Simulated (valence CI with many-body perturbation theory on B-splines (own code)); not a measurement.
Which ion has this spectrum?

A relativistic CI+MBPT calculation for an atom or ion with 15 electrons gives these levels (cm⁻¹):

```tsv
J	Parity	E	g
3/2	odd	0	1.36
3/2	odd	1343776	1.45
5/2	odd	1424935	1.19
1/2	odd	1526907	0.65
3/2	even	1534452	0.78
5/2	even	1939382	1.21
5/2	even	2469185	1.46
3/2	even	2670807	1.15
1/2	even	2673222	2.11
5/2	even	2865719	0.96
3/2	odd	2883109	1.30
3/2	even	2883380	0.91
1/2	even	2885045	0.21
7/2	even	2947691	1.04
```

The energies are calculated, and their last digits are not significant.

Which is it?
A. Tb50+
B. Ho52+
C. Gd49+
D. Sm47+

C. Gd49+, ground level (3s^2 3p1/2^2 3p3/2) J=3/2.
